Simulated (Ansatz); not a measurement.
Calculated with Ansatz (gas phase, PBE0-D4/def2-TZVP geometries, no zero-point term in ΔE). CCSD(T)/CBS adds triple-zeta CCSD(T) − MP2 to the extrapolated MP2 energy (def2 sets, frozen cores). This one scheme is used for every species. Functionals use def2-TZVPP. B3LYP here is the variant with VWN-RPA as its local correlation; programs differ in this. For Ge outer-core shells are correlated without core-valence functions, which leaves a few kJ/mol of doubt a bond. Scalar relativity is left out up to krypton. Each species was taken in one conformer, which may not be the lowest.

Consider the silylene formation by 1,1-elimination: `C[SiH2][GeH2][OH]` → `[OH][GeH3]` + `C[SiH]`.

Task: Is it downhill or uphill in electronic energy at CCSD(T)/CBS, and by how much? (Best estimate.)

Result: Ansatz gave: Uphill: ΔE = +59.2 kcal/mol.

Task: What do these levels give: BLYP-D4, r2SCAN0-D4, ωB97M-V, B3LYP, HF/def2-SVP, HF/def2-TZVPP? (Estimate.)

Result: Computed: BLYP-D4 56.2, r2SCAN0-D4 64.1, ωB97M-V 57.4, B3LYP 55.0, HF/def2-SVP 51.7, HF/def2-TZVPP 52.9 kcal/mol.

Largest T1 diagnostic among the species: 0.012.

From PBE to PBE0 (25 % exact exchange), in def2-TZVPP and without D4, ΔE moves by +1.7 kcal/mol. Leaving LDA and LC-ωPBE aside and taking each functional with its dispersion term where it has one, the values spread over 7.9 kcal/mol, from BLYP-D4 to r2SCAN0-D4. LDA lies +6.8 kcal/mol from PBE without D4. The D4 term adds +3.4 kcal/mol with B3LYP and +1.9 kcal/mol with PBE0; it sums over pairs of atoms, weighted by their polarisabilities, and B3LYP, whose exchange is more repulsive, gets the larger term.
